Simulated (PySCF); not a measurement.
## Pd⁺: ionisation energy

Pd⁺ [Kr] 4d9 (2D) → Pd²⁺ [Kr] 4d8 (3F), as a difference of total energies. Calculation: PySCF 2.14, in cc-pVDZ-PP with ECP28MDF (4s4p3d1f, 38 functions); a scalar-relativistic core potential. Correlated levels: valence: 4s2 4p6 frozen. The calculations carry no spin-orbit coupling.

```csv
method,ionisation energy (eV)
UHF,17.376
B3LYP,19.572
PBE0,19.380
MP2 (valence),18.860
SCS-MP2 (valence),18.752
```

Problem. How much does correlation contribute at MP2 (valence)?

Solution. 18.860 − (17.376) = 1.484 eV, measured against UHF.

The reference lies between the lowest fine-structure levels, while these numbers refer to the centres of the terms.

Errors of the correlated levels include the incompleteness of this basis and the frozen core.

For comparison: 19.43 ± 0.12 eV (semi-empirical (NIST evaluation); NIST Atomic Spectra Database, ionization energies).
